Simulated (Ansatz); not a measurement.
Ansatz results at the PBE0-D4/def2-TZVP geometry: HOMO–LUMO gap (PBE0/def2-TZVPP) 7.35 eV; HOMO energy (PBE/def2-TZVPP) -6.43 eV; HOMO–LUMO gap (B3LYP/def2-TZVPP) 6.82 eV.

**Question.** Which molecule gave them?
A. `C/C=C/C#N`
B. `FSF`
C. `CC(=O)OC(C)=O`
D. `[O]=[GeH2]`

**Answer.** C. The others give `FSF`: 5.52, -5.65, 5.01; `[O]=[GeH2]`: 5.41, -6.27, 4.91; `C/C=C/C#N`: 6.62, -6.85, 6.18.

B3LYP here is the variant with VWN-RPA as its local correlation; programs differ in this.
